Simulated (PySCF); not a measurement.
formaldehyde (CH2O), singlet, at a GFN2-xTB geometry; PySCF with PBE0/def2-SVP.

The PySCF input:
```python
from pyscf import gto, scf, dft

mol = gto.Mole()
mol.atom = '''
    O    -0.03219574    0.01611315    0.66978750
    C     0.02502329   -0.01252352   -0.52057460
    H     0.02949294    0.89965871   -1.14088032
    H     0.07793327   -0.95342279   -1.09397208
'''
mol.basis = 'def2-svp'
mol.verbose = 4
mol.build()

mf = dft.RKS(mol)
mf.xc = 'pbe0'
mf.kernel()
mf.analyze()
```

Predict the main parts of the log of this PySCF run.


```
PySCF version 2.14.0

[INPUT] verbose = 4
[INPUT] num. atoms = 4
[INPUT] num. electrons = 16
[INPUT] charge = 0
[INPUT] spin (= nelec alpha-beta = 2S) = 0
[INPUT] symmetry False subgroup None
[INPUT] Mole.unit = angstrom
[INPUT] Symbol           X                Y                Z      unit          X                Y                Z       unit  Magmom
[INPUT]  1 O     -0.032195740000   0.016113150000   0.669787500000 AA   -0.060841130978   0.030449440504   1.265714936657 Bohr   0.0
[INPUT]  2 C      0.025023290000  -0.012523520000  -0.520574600000 AA    0.047287164836  -0.023666022916  -0.983743421405 Bohr   0.0
[INPUT]  3 H      0.029492940000   0.899658710000  -1.140880320000 AA    0.055733579208   1.700108567480  -2.155951345706 Bohr   0.0
[INPUT]  4 H      0.077933270000  -0.953422790000  -1.093972080000 AA    0.147272536292  -1.801707954019  -2.067307619121 Bohr   0.0

nuclear repulsion = 31.5500779042297
number of shells = 18
number of NR pGTOs = 62
number of NR cGTOs = 38
basis = def2-svp
ecp = {}

******** <class 'pyscf.dft.rks.RKS'> ********
method = RKS
initial guess = minao
damping factor = 0
level_shift factor = 0
DIIS = <class 'pyscf.scf.diis.CDIIS'>
diis_start_cycle = 1
diis_space = 8
diis_damp = 0
SCF conv_tol = 1e-09
SCF conv_tol_grad = None
SCF max_cycles = 50
direct_scf = True
direct_scf_tol = 1e-13
XC library pyscf.dft.libxc version 7.1.2
    S. Lehtola, C. Steigemann, M. J. T. Oliveira, and M. A. L. Marques,  SoftwareX 7, 1–5 (2018)
XC functionals = pbe0
    C. Adamo and V. Barone,  J. Chem. Phys. 110, 6158 (1999)
    M. Ernzerhof and G. E. Scuseria,  J. Chem. Phys. 110, 5029 (1999)
radial grids:
    Treutler-Ahlrichs [JCP 102, 346 (1995); DOI:10.1063/1.469408] (M4) radial grids

becke partition: Becke, JCP 88, 2547 (1988); DOI:10.1063/1.454033
pruning grids: <function nwchem_prune>
grids dens level: 3
symmetrized grids: False
atomic radii adjust function: <function treutler_atomic_radii_adjust>
small_rho_cutoff = 0
Set gradient conv threshold to 3.16228e-05
Initial guess from minao.
tot grids = 47816
init E= -114.403238855791
  HOMO = -0.327775637581939  LUMO = -0.110554955439711  gap/eV = 5.91088
cycle= 1 E= -114.179420498707  delta_E= 0.224  |g|= 0.706  |ddm|= 1.97
  HOMO = -0.136925378088241  LUMO = 0.0330928269480153  gap/eV = 4.62643
cycle= 2 E= -113.808707991213  delta_E= 0.371  |g|= 1.52  |ddm|= 1.76
  HOMO = -0.273133820084961  LUMO = -0.0313205160688419  gap/eV = 6.58008
cycle= 3 E= -114.283194042638  delta_E= -0.474  |g|= 0.0325  |ddm|= 1.28
  HOMO = -0.282350064616128  LUMO = -0.039026638206042  gap/eV = 6.62117
cycle= 4 E= -114.283386833743  delta_E= -0.000193  |g|= 0.0215  |ddm|= 0.0531
  HOMO = -0.279423571963044  LUMO = -0.0339747975113185  gap/eV = 6.67900
cycle= 5 E= -114.283493193699  delta_E= -0.000106  |g|= 0.00522  |ddm|= 0.0186
  HOMO = -0.280157849544143  LUMO = -0.034420946979608  gap/eV = 6.68684
cycle= 6 E= -114.283498628882  delta_E= -5.44e-06  |g|= 0.0012  |ddm|= 0.00483
  HOMO = -0.280282954354535  LUMO = -0.0344625402246188  gap/eV = 6.68911
cycle= 7 E= -114.283498911019  delta_E= -2.82e-07  |g|= 7.97e-05  |ddm|= 0.00124
  HOMO = -0.280289139216819  LUMO = -0.0344620154326774  gap/eV = 6.68930
cycle= 8 E= -114.283498912247  delta_E= -1.23e-09  |g|= 7.86e-06  |ddm|= 7.45e-05
  HOMO = -0.28028915894017  LUMO = -0.0344616793589063  gap/eV = 6.68931
cycle= 9 E= -114.283498912261  delta_E= -1.34e-11  |g|= 3.66e-07  |ddm|= 7.92e-06
  HOMO = -0.280289184921989  LUMO = -0.0344616673016742  gap/eV = 6.68931
Extra cycle  E= -114.283498912261  delta_E= 2.56e-13  |g|= 2.34e-07  |ddm|= 5.09e-07
converged SCF energy = -114.283498912261
**** SCF Summaries ****
Total Energy =                        -114.283498912260526
Nuclear Repulsion Energy =              31.550077904229664
One-electron Energy =                 -217.832610799439948
Two-electron Energy =                   71.999033982949754
Two-electron Coulomb Energy =           86.575195113464815
DFT Exchange-Correlation Energy =      -14.576161130515064
HOMO-LUMO gap [eV] =                     6.689307476304739
**** MO energy ****
MO #1   energy= -19.2270637736584  occ= 2
MO #2   energy= -10.3299452886302  occ= 2
MO #3   energy= -1.08432093058333  occ= 2
MO #4   energy= -0.647028958262601 occ= 2
MO #5   energy= -0.512467317855728 occ= 2
MO #6   energy= -0.467479881723255 occ= 2
MO #7   energy= -0.420559437399422 occ= 2
MO #8   energy= -0.280289184921989 occ= 2
MO #9   energy= -0.0344616673016742 occ= 0
MO #10  energy= 0.0850787186824404 occ= 0
MO #11  energy= 0.150252935167973  occ= 0
MO #12  energy= 0.209698974094631  occ= 0
MO #13  energy= 0.462374663444488  occ= 0
MO #14  energy= 0.473982283768109  occ= 0
MO #15  energy= 0.56071340745996   occ= 0
MO #16  energy= 0.615921452830801  occ= 0
 ** Mulliken pop on meta-lowdin orthogonal AOs  **
 ** Mulliken pop  **
pop of  0 O 1s            1.99994
pop of  0 O 2s            1.66405
pop of  0 O 3s            0.00974
pop of  0 O 2px           1.24896
pop of  0 O 2py           1.86344
pop of  0 O 2pz           1.51946
pop of  0 O 3px           0.00074
pop of  0 O 3py           0.00439
pop of  0 O 3pz           0.00442
pop of  0 O 3dxy          0.00001
pop of  0 O 3dyz          0.00187
pop of  0 O 3dz^2         0.00696
pop of  0 O 3dxz          0.00235
pop of  0 O 3dx2-y2       0.00003
pop of  1 C 1s            1.99988
pop of  1 C 2s            0.99395
pop of  1 C 3s            0.01091
pop of  1 C 2px           0.74676
pop of  1 C 2py           1.10685
pop of  1 C 2pz           0.90958
pop of  1 C 3px           0.00029
pop of  1 C 3py           0.01056
pop of  1 C 3pz           0.02394
pop of  1 C 3dxy          0.00002
pop of  1 C 3dyz          0.00517
pop of  1 C 3dz^2         0.00285
pop of  1 C 3dxz          0.00259
pop of  1 C 3dx2-y2       0.00116
pop of  2 H 1s            0.91689
pop of  2 H 2s            0.01084
pop of  2 H 2px           0.00004
pop of  2 H 2py           0.00130
pop of  2 H 2pz           0.00051
pop of  3 H 1s            0.91689
pop of  3 H 2s            0.01084
pop of  3 H 2px           0.00004
pop of  3 H 2py           0.00136
pop of  3 H 2pz           0.00045
 ** Mulliken atomic charges  **
charge of    0O =     -0.32635
charge of    1C =      0.18551
charge of    2H =      0.07042
charge of    3H =      0.07042
Dipole moment(X, Y, Z, Debye):  0.10476, -0.05243, -2.17939
```
